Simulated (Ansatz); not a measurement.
Job for Ansatz (a quantum-chemistry and plane-wave program): U-CCSD(T)/def2-QZVPP on NaAl+, 2S+1 = 2, a spin state set in the input, which need not be the lowest, a point of a bond scan (R = 3.384 Å). Charge +1. Files ending in .json are basis or fitting sets from the Basis Set Exchange.

Ansatz 0.2 input:
```yaml
crystal:
  periodic: [false, false, false]
  atoms:
    - {symbol: Na, position_ang: [0.00000000, 0.00000000, 0.00000000]}
    - {symbol: Al, position_ang: [0.00000000, 0.00000000, 3.38401100]}
basis:
  gaussian:
    orbitals: def2-QZVPP.json
    pivot_positions_ang: [[0.00000000, 0.00000000, 0.00000000], [0.00000000, 0.00000000, 3.38401100]]
total_charge: 1
magnetization: {spin_polarized: true, initial_magnetization: 1}
correlation: {method: ccsd_t, electrons: valence}
output: {orbitals: {seedname: ./end}}
```

It printed:

```
WARN ansatz: RAYON_NUM_THREADS=2 ignored (pool sized by the plan → 2); use --threads N
Functional definition: HF
integrals: 0.36 GiB planned
857 factors; integrals over basis functions are off by at most 5.4e-4 eV
mean field: 0.31 GiB planned
mean field evaluation 1: about -10981.9661 eV, gradient 4.1e0 eV
mean field evaluation 2: about -10981.9663 eV, gradient 4.1e0 eV
mean field evaluation 4: about -10982.2070 eV, gradient 8.0e-1 eV
mean field evaluation 8: about -10982.2297 eV, gradient 1.8e-3 eV
mean field evaluation 16: about -10982.2264 eV, gradient 2.5e-1 eV
mean field evaluation 32: about -10982.2293 eV, gradient 8.3e-2 eV
mean field evaluation 64: about -10979.6126 eV, gradient 3.1e0 eV
mean field evaluation 96: about -10981.3936 eV, gradient 1.7e0 eV
mean field evaluation 128: about -10981.4301 eV, gradient 7.2e-5 eV
mean field evaluation 160: about -10981.4338 eV, gradient 6.8e-2 eV
mean field evaluation 192: about -10972.0948 eV, gradient 8.3e0 eV
mean field -10982.22967459 eV, -403.5894965185 hartree, gradient 1.0e-6 eV, S^2 0.776116; 8 other end points of the search recorded, 0 dependent functions left out
determinant -10982.22967459 eV, -403.5894965185 hartree, with singles and doubles -10988.85257273 eV, -403.8328835360 hartree
determinant -10981.43009642 eV, -403.5601125627 hartree, with singles and doubles -10988.07557794 eV, -403.8043295042 hartree
determinant -10979.22255729 eV, -403.4789869960 hartree, with singles and doubles -10985.82715419 eV, -403.7217014554 hartree
6 core orbitals not correlated
reference -10982.22967459 eV, -403.5894965185 hartree; 6, 5 occupied and 116, 117 virtual orbitals, 857 factors
second order -6.03260090 eV of doubles, -0.00000000 eV of singles
coupled cluster: 0.90 GiB planned
cycle   1  -6.57300888 eV  change    -1.2e0 eV  update   2.4e-2
cycle   2  -6.59111882 eV  change   -1.8e-2 eV  update   5.3e-3
cycle   3  -6.59569706 eV  change   -4.6e-3 eV  update   2.5e-3
cycle   4  -6.59622063 eV  change   -5.2e-4 eV  update   9.4e-4
cycle   5  -6.59634805 eV  change   -1.3e-4 eV  update   4.7e-4
cycle   6  -6.59643773 eV  change   -9.0e-5 eV  update   1.9e-4
cycle   7  -6.59645003 eV  change   -1.2e-5 eV  update   7.5e-5
cycle   8  -6.59643293 eV  change    1.7e-5 eV  update   2.9e-5
cycle   9  -6.59642740 eV  change    5.5e-6 eV  update   1.0e-5
perturbative correction -0.10403940 eV, -0.0038233773 hartree
Total energy: -10988.93014139 eV, -403.8357341316 hartree
```

The run converged.

Cost: around 27 core-seconds (rough).
